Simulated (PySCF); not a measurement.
## Sn: excitation energy

Sn [Kr] 4d10 5s2 5p2 (3P) → Sn [Kr] 4d10 5s1 5p3 (5S), as a difference of total energies. Calculation: PySCF 2.14, in aug-cc-pVTZ-PP with ECP28MDF (6s5p4d2f, 55 functions); a scalar-relativistic core potential. Correlated levels: valence: 4s2 4p6 4d10 frozen. The calculations carry no spin-orbit coupling.

| method | excitation energy (eV) |
| --- | --- |
| UHF | 2.963 |
| LDA | 5.427 |
| PBE | 5.174 |
| PBE0 | 4.763 |
| r2SCAN | 4.550 |
| TPSS | 4.963 |
| r2SCANh | 4.473 |
| B2PLYP | 4.772 |
| revPBE | 5.040 |
| MP2 (valence) | 3.722 |
| SCS-MP2 (valence) | 4.065 |

**Question.** How much does correlation contribute at MP2 (valence)?

**Answer.** 3.722 − (2.963) = 0.759 eV, measured against UHF.

Errors of the correlated levels include the incompleteness of this basis and the frozen core.

For comparison: 4.607 eV (measured; NIST levels, between the centres of gravity of the two terms).
